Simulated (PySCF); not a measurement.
Telling isomers of C$_{5}$H$_{4}$FNO apart by NMR

- geometry from GFN2-xTB
- shielding tensors at PBE0/pcSseg-1 (GIAO)
- spin–spin couplings from B3LYP/pcJ-1 (spin–dipole term left out of most H,H and C,H couplings)
- code: PySCF 2.14.0 with density-fitted response routines
- a single conformation, no solvent model, non-relativistic Hamiltonian, one averaged value for each set of equivalent atoms

Referencing at the same level of theory: ¹H and ¹³C vs TMS. Multiplet labels drop J under 1 Hz and among equivalent protons, and merge close values. Unscaled 3J(H,H) run several per cent high. Splittings of carbon signals by F and P are missing where no couplings were computed. Where no couplings were computed, multiplicities follow the n + 1 count of equivalent neighbours, and m marks all less simple cases (inequivalent or close neighbours, rings, F or P nearby). One-bond C–F couplings are unscaled and too large by tens of Hz. Shifts are as computed. Against solution values, carbons near 30 ppm lie about +3 ppm off and those near 130 ppm about +5 ppm. Of 1211 compounds with measured shifts, 218 miss one by over three times the rms of a fit or turn the order of signals round; such compounds aren't used in these exercises. OH and NH positions are gas-phase values without hydrogen bonding to other molecules.

(1) Tabulate the signals of `C=C(C#N)[C@@]1(F)CO1`, `[O-][n+]1ccc(F)cc1`, `N#C[C@H](F)OC1C=C1`, `[H]/N=C\c1ccc(F)o1`, `C=Cc1conc1F` and their relative energies.

(2) What is the quickest way to tell C=C(C#N)[C@@]1(F)CO1 from C=Cc1conc1F?

(3) What is the quickest way to tell [H]/N=C\c1ccc(F)o1 from C=Cc1conc1F?

(4) What is the quickest way to tell C=C(C#N)[C@@]1(F)CO1 from [O-][n+]1ccc(F)cc1?

## Answers

(1) 
```json
{"SMILES": "C=C(C#N)[C@@]1(F)CO1", "carbon types": "3×C 2×CH2", "δC": "145.7, 126.3, 120.0, 93.1, 51.7", "δH": "6.98 (dd, 1H), 6.79 (dd, 1H), 3.20 (dd, 1H), 3.04 (dd, 1H)", "E rel. (kcal/mol)": "22.6"}
{"SMILES": "[O-][n+]1ccc(F)cc1", "carbon types": "1×C 4×CH", "δC": "164.8, 145.3, 120.8", "δH": "8.23 (m, 2H), 7.12 (m, 2H)", "E rel. (kcal/mol)": "12.8"}
{"SMILES": "N#C[C@H](F)OC1C=C1", "carbon types": "1×C 4×CH", "δC": "133.0, 125.3, 117.6, 101.2, 53.2", "δH": "7.86 (m, 1H), 7.68 (m, 1H), 6.15 (m, 1H), 4.10 (m, 1H)", "E rel. (kcal/mol)": "54.2"}
{"SMILES": "[H]/N=C\\c1ccc(F)o1", "carbon types": "2×C 3×CH", "δC": "168.3, 158.8, 146.9, 118.0, 93.2", "δH": "10.88 (br s, 1H), 8.17 (s, 1H), 7.13 (m, 1H), 5.93 (m, 1H)", "E rel. (kcal/mol)": "0.0"}
{"SMILES": "C=Cc1conc1F", "carbon types": "2×C 2×CH 1×CH2", "δC": "182.1, 165.0, 128.5, 125.6, 116.4", "δH": "8.33 (m, 1H), 6.72 (m, 1H), 6.39 (m, 1H), 5.75 (m, 1H)", "E rel. (kcal/mol)": "22.8"}
```

Energies are electronic energies at PBE0/pcSseg-1 on these geometries, without zero-point or thermal terms, each for the one conformer computed, which needn't be the lowest.

(2) Both give the same number of carbon signals, but DEPT or the intensities differ. The first has an epoxide ring carbon (CH2) at 51.7 ppm, the second an aromatic CH next to the ring oxygen at 165.0 ppm. Their most deshielded carbons lie at 145.7 and 182.1 ppm. In the proton spectra the most deshielded non-exchanging signals are 6.98 (dd, J = 2.1, 1.1 Hz, 1H) and 8.33 (m, 1H).

(3) Both give the same number of carbon signals, but DEPT or the intensities differ. The first has an aromatic CH at 93.2 ppm, the second a terminal =CH2 carbon at 125.6 ppm. Their most deshielded carbons lie at 168.3 and 182.1 ppm.

(4) Count the carbon signals: 5 against 3. The first has a terminal =CH2 carbon at 145.7 ppm, the second an aromatic CH next to a ring nitrogen at 145.3 ppm. Their most deshielded carbons lie at 145.7 and 164.8 ppm. In the proton spectra the most deshielded non-exchanging signals are 6.98 (dd, J = 2.1, 1.1 Hz, 1H) and 8.23 (m, 2H).
